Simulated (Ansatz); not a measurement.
**Question.** Name a neutral molecule of C, Ge, N, O and H with HOMO–LUMO gap (B3LYP/def2-TZVPP) between 5.00 and 5.30 eV and HOMO–LUMO gap (ωB97M-V/def2-TZVPP) between 9.65 and 9.95 eV (Ansatz, PBE0-D4/def2-TZVP geometry).

**Answer.** `C[N](C)[Ge][OH]` (5.25 eV, 9.82 eV). Other molecules can fit too; these were computed, each in one conformer that needn't be the lowest.

B3LYP here is the variant with VWN-RPA as its local correlation; programs differ in this.
